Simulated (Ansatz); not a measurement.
`[NH3+][Al-]([OH])([OH])[OH]`. Charge 0, multiplicity 1.

| atom | x (Å) | y (Å) | z (Å) |
| --- | --- | --- | --- |
| N1 | -0.0671 | -0.6996 | -1.3106 |
| Al2 | 0.0240 | 0.2476 | 0.4646 |
| O3 | 0.8543 | 1.6761 | -0.0238 |
| O4 | 0.9166 | -0.9214 | 1.3616 |
| O5 | -1.6613 | 0.3830 | 0.7951 |
| H6 | 0.4825 | -0.1983 | -2.0004 |
| H7 | -1.0292 | -0.7484 | -1.6284 |
| H8 | 0.2980 | -1.6417 | -1.2201 |
| H9 | 0.4807 | 2.5375 | 0.1487 |
| H10 | 1.7273 | -0.6790 | 1.8036 |
| H11 | -2.0259 | 0.0444 | 1.6097 |

(1) List the harmonic frequencies (cm⁻¹, unscaled) at PBE0-D4/def2-TZVP in Ansatz. (An estimate is asked.)

(2) Is this a minimum?

(3) Give the ideal-gas thermochemistry at 298.15 K and 1 bar (rigid rotor, harmonic oscillator; point group C3, symmetry number 3).

(4) And at 400, 500, 600, 800 and 1000 K?

Results:

(1) Ansatz gave: 92, 93, 95, 206, 206, 251, 252, 257, 299, 474, 627, 627, 632, 666, 666, 702, 865, 865, 1211, 1652, 1652, 3491, 3615, 3615, 3971, 3972, 3973.

(2) Yes, all 27 modes are real.

(3) Zero-point energy 209.5 kJ/mol; H(298) − E = 236.2 kJ/mol; entropy 371.6 J/(mol·K), of which translation 165.7, rotation 102.2, vibration 103.7; G(298) − E = 125.4 kJ/mol. Modes under 100 cm⁻¹ are hindered rotations or soft bends, so the harmonic entropy is rough.

(4) 
```
T (K)  H − E (kJ/mol)  S (J/mol/K)  G − E (kJ/mol)
  400           251.1        414.5            85.3
  500           267.3        450.5            42.0
  600           284.5        481.9            -4.6
  800           321.2        534.6          -106.4
 1000           360.3        578.1          -217.8
```
